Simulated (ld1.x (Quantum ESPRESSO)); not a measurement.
## Gd: variants of one ultrasoft potential

Base potential:

Gd (Z = 64), ultrasoft, made with ld1.x (Quantum ESPRESSO) 7.5 (PBE, scalar-relativistic). Core [Kr] 4d10, reference 4f7 5s2 5p6 5d1 6s0 6p0 (charge +2). Waves: 5s (bound): rcut 1.70, rcutus 1.90 bohr; 6s (bound, empty): rcut 1.70, rcutus 1.90 bohr; 5p (bound): rcut 2.00, rcutus 2.20 bohr; 6p (bound, empty): rcut 2.00, rcutus 2.20 bohr; 5d (bound): rcut 2.75, rcutus 3.50 bohr; 5d channel at -0.75 Ry: rcut 2.75, rcutus 3.50 bohr; 4f (bound): rcut 1.15, rcutus 1.30 bohr; 4f channel at -1 Ry: rcut 1.15, rcutus 1.30 bohr. Local part: all-electron potential smoothed inside 2.65 bohr (lloc = -2). Core correction: none. Augmentation charge: built from norm-conserving waves at rcut, not smoothed further.

All-electron outer shells of the reference configuration (PBE, scalar-relativistic, ld1.x):

```csv
shell,level (eV),outermost node (bohr),outermost maximum (bohr)
4p,-290.18,0.29,0.54
4d,-161.50,0.27,0.56
5s,-63.52,0.65,1.20
5p,-40.98,0.70,1.35
4f,-22.46,–,0.56
5d,-15.18,0.79,1.88
6s,-15.03,1.58,3.05
6p,-10.73,1.87,3.78
```

Cutoffs, loose and tight: the cutoffs (Ry, on a coarse ladder) from which the occupation-weighted sum of valence levels, in a spherical-Bessel basis at the reference potential, stays within 10 and 1 mRy of its value at 400 Ry. They do not see the model core or the augmentation charge, which bear on the density cutoff. Test errors are all-electron minus pseudo excitation energies from the reference, over the configurations 4f7 5s2 5p6 5d1 6s2 6p0; 4f7 5s2 5p6 5d1 6s1 6p0; 4f7 5s2 5p6 5d0 6s0 6p0; 4f7 5s2 5p6 5d1 6s0 6p2; 4f6 5s2 5p6 5d2 6s1 6p0; 4f7 5s2 5p6 5d0 6s2 6p1; 4f7 5s2 5p6 5d1 6s1.5 6p0. A dash means not determined; rows that change the core or the reference have their own tests. The largest error is taken over the tests solved by every variant that gives reliable tests at all: 4f7 5s2 5p6 5d0 6s0 6p0; 4f7 5s2 5p6 5d1 6s0 6p2; 4f7 5s2 5p6 5d1 6s1 6p0; 4f7 5s2 5p6 5d1 6s2 6p0.

Cutoffs are not given where the Bessel-basis levels miss the radial ones by over 6 mRy, ghosts where they miss by over 20 mRy; a channel whose overlap is not positive is not tested.

```tsv
change	outcome	bound ghosts	largest test error (meV)
base	generated	not determined	-1950
wave 5d channel at -0.75 Ry: rcut 2.75, rcutus 3.50 bohr becomes 5d channel at -0.99 Ry: rcut 2.75, rcutus 3.50 bohr	generated	not determined	-1949
wave 5d channel at -0.75 Ry: rcut 2.75, rcutus 3.50 bohr becomes 5d channel at -0.91 Ry: rcut 2.75, rcutus 3.50 bohr	generated	not determined	-1950
wave 5d channel at -0.75 Ry: rcut 2.75, rcutus 3.50 bohr becomes 5d channel at -0.81 Ry: rcut 2.75, rcutus 3.50 bohr	generated	not determined	-1950
wave 5d channel at -0.75 Ry: rcut 2.75, rcutus 3.50 bohr becomes 5d channel at -0.71 Ry: rcut 2.75, rcutus 3.50 bohr	generated	not determined	-1951
wave 5d channel at -0.75 Ry: rcut 2.75, rcutus 3.50 bohr becomes 5d channel at -0.36 Ry: rcut 2.75, rcutus 3.50 bohr	generated	not determined	-1976
wave 5d channel at -0.75 Ry: rcut 2.75, rcutus 3.50 bohr becomes 5d channel at 0.14 Ry: rcut 2.75, rcutus 3.50 bohr	generated	not determined	-1986
wave 5d channel at -0.75 Ry: rcut 2.75, rcutus 3.50 bohr becomes 5d channel at 0.7 Ry: rcut 2.75, rcutus 3.50 bohr	generated	not determined	-1988
wave 5d channel at -0.75 Ry: rcut 2.75, rcutus 3.50 bohr becomes 5d channel at 1.76 Ry: rcut 2.75, rcutus 3.50 bohr	generated	not determined	-1961
wave 5d channel at -0.75 Ry: rcut 2.75, rcutus 3.50 bohr becomes 5d channel at 2.87 Ry: rcut 2.75, rcutus 3.50 bohr	generated	not determined	-1969
wave 5d channel at -0.75 Ry: rcut 2.75, rcutus 3.50 bohr becomes 5d channel at 5.09 Ry: rcut 2.75, rcutus 3.50 bohr	generated	not determined	-1959
```
